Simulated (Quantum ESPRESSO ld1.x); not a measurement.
ld1.x (Quantum ESPRESSO 7.5) input

```
 &input
    atom='Ne',
    iswitch=1,
    rel=2,
    dft='PZ',
    config='[He] 2s2 2p4',
    cau_fact=205.554,
    rel_dist='average',
    verbosity='high',
    lsmall=.true.,
    prefix='ld1',
    max_out_wfc=37,
    file_charge='ld1.rho',
 /
```

Command: `OMP_NUM_THREADS=1 ld1.x < ld1.in > ld1.out`

Output (excerpt):

```
     Program LD1 v.7.5 starts

     --------------------------- All-electron run ----------------------------

     dirac relativistic calculation

     atomic number is 10.00
     dft =PZ   lsd =0 sic =0 latt =0  beta=0.20 tr2=1.0E-14
     Exchange-correlation= PZ
                           (   1   1   0   0   0   0   0)
     mesh =1865 r(mesh) = 100.42537 a.u. xmin = -8.00 dx = 0.00800
     1 Ry =  13.60569312 eV, c = 205.55400000

     n l j   nl                  e(Ry)          e(Ha)          e(eV)
     Spin orbit split results
     1 0 0.5 1S 1( 2.00)     -64.364915590     -32.182457795   -875.7292894
     2 0 0.5 2S 1( 2.00)      -5.704133365      -2.852066683    -77.6086881
     2 1 0.5 2P 1( 1.33)      -4.040917877      -2.020458938    -54.9794886
     2 1 1.5 2P 1( 2.67)      -4.036479841      -2.018239921    -54.9191060
     Averaged results
     1 0     1S 1( 2.00)     -64.364915590     -32.182457795   -875.7292894
     2 0     2S 1( 2.00)      -5.704133365      -2.852066683    -77.6086881
     2 1     2P 1( 4.00)      -4.037959186      -2.018979593    -54.9392335

     final scf error:  9.8E-15 reached in  20 iterations

     Etot =    -251.727130 Ry,    -125.863565 Ha,   -3424.922077 eV

     Ekin =     251.157413 Ry,     125.578707 Ha,    3417.170692 eV
     Encl =    -584.131089 Ry,    -292.065544 Ha,   -7947.508336 eV
     Eh   =     102.118027 Ry,      51.059013 Ha,    1389.386536 eV
     Exc  =     -20.871481 Ry,     -10.435741 Ha,    -283.970969 eV

     normalization and overlap integrals

     s(1S/1S) =  1.000000  <r> =   0.1587  <r2> =    0.0340  r(max) =   0.1033
     LC norm =  0.99945833 + SC norm =  0.00054167 =  1.00000000
     s(2S/2S) =  1.000000  <r> =   0.8339  <r2> =    0.8324  r(max) =   0.6606
     LC norm =  0.99992848 + SC norm =  0.00007152 =  1.00000000
     s(2P/2P) =  1.000000  <r> =   0.8110  <r2> =    0.8326  r(max) =   0.5812
     LC norm =  0.99993541 + SC norm =  0.00006459 =  1.00000000
     s(2P/2P) =  1.000000  <r> =   0.8117  <r2> =    0.8340  r(max) =   0.5812
     LC norm =  0.99993549 + SC norm =  0.00006451 =  1.00000000

     LC charge =  7.99851548 + SC charge =  0.00148452 =  8.00000000

     ------------------------ End of All-electron run ------------------------
```

Run on one thread of a shared host, so times are rough (Intel(R) Xeon(R) Processor @ 2.60GHz): 0.57 s of CPU time, 0.59 s wall, 20 iterations on 1865 mesh points.
